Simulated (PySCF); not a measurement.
2-fluorocyclopent-2-en-1-one (C5H5FO), SMILES O=C1CCC=C1F.

The structure is a stationary point at PBE0-D3(BJ)/def2-SVP. One conformer was computed; it need not be the lowest.

Computed with CAM-B3LYP/def2-TZVP (PySCF).

Symmetry labels are those of the subgroup Cs that the program uses (full group Cs).

### Question
List the valence orbital energies around the gap with their symmetry. (Estimate from the structure and the level; the computed values follow.)

### Answer

```
orbital  symmetry  energy (eV)
-------  --------  -----------
HOMO−7         A'       -14.28
HOMO−6         A'       -13.12
HOMO−5         A"       -13.02
HOMO−4         A'       -12.86
HOMO−3         A'       -12.23
HOMO−2         A"       -11.76
HOMO−1         A"        -9.12
HOMO           A'        -8.91
LUMO           A"        -0.43
LUMO+1         A'         1.72
LUMO+2         A"         2.44
LUMO+3         A'         2.56
```
